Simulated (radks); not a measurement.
Values are calculated unless marked as measured or tabulated.
Question: These are the eigenvalues of the occupied orbitals of an atom or ion with whole-number occupations (hartree). Level of theory: scalar-relativistic Kohn-Sham, exchange-only LDA, spin-polarised, spherical densities, point nucleus (a radial shooting solver on a logarithmic mesh with Libxc functionals).

orbital  eigenvalue
1s up     -1153.654
1s down   -1152.616
2s up     -267.9415
2s down   -266.3071
2p up     -256.1215

Which element is it, and in what charge state? The configuration may be excited. Open shells, if any, are filled with parallel spins first.

Answer: Z = 49, indium, charge +43: In43+ in [He] 2s2 2p2. The list shows which subshells hold electrons but not how many an open one holds; the 1s level, -1153.7 hartree, gives Z - s = 48.0 by -(Z - s)^2/2, which with screening and relativity narrows Z to a few neighbours, and the depths of the outer levels then fix element, charge and occupations together.
